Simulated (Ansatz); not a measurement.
Born–Oppenheimer molecular dynamics of ClGeH₃O₂ (7 atoms, charge 0, multiplicity 1). It goes on from the last frame of an earlier run, with new velocities.

The calculation used Ansatz 0.2.0, RKS CAM-B3LYP-D4/def2-SVP.

```yaml
ensemble: NVT, Langevin thermostat
time_step: 0.5 fs
steps_asked: 100
set_temperature: 500 K
friction: 0.001 /fs
masses: H 2.014 u
seed: 183317
```

First frame:

```xyz
7
Properties=species:S:1:pos:R:3
Ge -0.108 -0.107 0.197
H 0.100 -0.065 1.714
O 1.428 0.048 -0.681
H 1.951 -0.758 -0.863
O -1.098 1.232 -0.368
H -1.135 1.239 -1.317
Cl -0.900 -1.899 -0.480
```

Q: How far do the bonds stretch over the last three quarters of this one trajectory? (Pairs bonded in most of those frames.)

A: 
```json
{"bond": "Ge1–H2", "mean (Å)": "1.524", "spread (Å)": "0.026", "shortest": "1.49", "longest": "1.56"}
{"bond": "Ge1–O3", "mean (Å)": "1.755", "spread (Å)": "0.024", "shortest": "1.72", "longest": "1.79"}
{"bond": "Ge1–O5", "mean (Å)": "1.753", "spread (Å)": "0.023", "shortest": "1.71", "longest": "1.78"}
{"bond": "Ge1–Cl7", "mean (Å)": "2.187", "spread (Å)": "0.073", "shortest": "2.06", "longest": "2.27"}
{"bond": "O3–H4", "mean (Å)": "0.972", "spread (Å)": "0.036", "shortest": "0.91", "longest": "1.02"}
{"bond": "O5–H6", "mean (Å)": "0.965", "spread (Å)": "0.015", "shortest": "0.94", "longest": "0.99"}
```

Mean temperature of the second half: 261 K. The mean temperature of the second half is 48 % below the set value. A run of 0.05 ps of so small a system gives no equilibrium averages.

The run took 3.4 min on 2 threads of Arm Neoverse V2, on a shared host, peak memory 0.23 GiB.
